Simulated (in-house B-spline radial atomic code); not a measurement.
Configurations of neutral fluorine, with energies counted from [He] 2s2 2p5. Computed with a radial B-spline atomic code at the basis-set limit: non-relativistic TPSSh, spin-polarised, spherical fractional occupations, exact exchange averaged over the configuration, point nucleus. Shells without spins written out take the highest spin.

Occupations are held fixed; configurations that lie above the ionisation limit could autoionise.

| configuration | E - E(ref) (eV) | highest orbital | its <r> (bohr) |
| --- | --- | --- | --- |
| [He] 2s2 2p4 3s1 | 12.958 | 3s up | 4.49 |
| [He] 2s1 2p6 | 19.595 | 2p down | 1.122 |
| [He] 2s1 2p5 3s1 | 32.589 | 3s up | 4.465 |

Question: Order these further configurations by energy, lowest first.
A. [He] 2s2 2p4 3p1
B. [He] 2s1 2p5 3p1
C. [He] 2s2 2p4 3d1

Answer: A (14.654 eV), C (16.061 eV), B (34.307 eV).
